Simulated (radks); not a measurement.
The numbers below are computed, except where a source is named.
Task: Ionisation of Ne, [Ne], to Ne+, [He] 2s2 2p5, under several functionals. Non-relativistic Kohn-Sham, spin-polarised, spherical densities, point nucleus; open shells are filled with parallel spins first; a radial shooting solver on a logarithmic mesh with Libxc functionals. The NIST Atomic Spectra Database gives 21.565 eV (measured). Rank these functionals by the error of their Delta-SCF ionisation energy: SCAN; exchange-only PBE; r2SCAN; LDA (Slater exchange, VWN5 correlation); revTPSS; PBEsol; LDA (Slater exchange, Perdew-Wang correlation); revPBE; exchange-only B88; PW91; B86b exchange with PBE correlation; LDA (Slater exchange, Perdew-Zunger correlation).

Result: From best to worst: PBEsol 21.905 eV (+0.341); revPBE 21.908 eV (+0.344); B86b exchange with PBE correlation 22.030 eV (+0.466); revTPSS 22.034 eV (+0.469); PW91 22.099 eV (+0.535); LDA (Slater exchange, Perdew-Wang correlation) 22.182 eV (+0.617); LDA (Slater exchange, VWN5 correlation) 22.187 eV (+0.623); LDA (Slater exchange, Perdew-Zunger correlation) 22.195 eV (+0.630); exchange-only PBE 20.898 eV (-0.666); exchange-only B88 20.890 eV (-0.674); r2SCAN 22.502 eV (+0.938); SCAN 22.508 eV (+0.944). Open shells are spherical and high-spin; term and fine-structure splittings are not resolved.
